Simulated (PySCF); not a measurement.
Computed shifts of a molecule C5H7BO, PBE/pcSseg-1 run with PySCF, GIAO, gas phase, equivalent atoms averaged, in ppm (number of nuclei): ¹³C: 214.7 (1), 149.9 (1), 88.1 (1), 82.4 (1), 8.6 (1). ¹H: 5.86 (2), 4.77 (2), 1.44 (3). References: ¹³C against TMS (σ = 182.0 ppm); ¹⁷O against H2O (σ = 334.3 ppm); ¹¹B against BF3 (σ = 83.9 ppm); ¹H against TMS (σ = 31.49 ppm), references at their B3LYP-D3(BJ)/def2-TZVP geometries, non-relativistic. Coordinates come from a B3LYP-D3(BJ)/def2-SVP optimisation. One conformer was computed; it need not be the lowest.

Question: Which structure fits?
(A) C#CB(C=C)CO
(B) C/C=C/B1C=CO1
(C) C=C=C1OCB1C
(D) C#CCB1CCO1

Answer: C, C=C=C1OCB1C
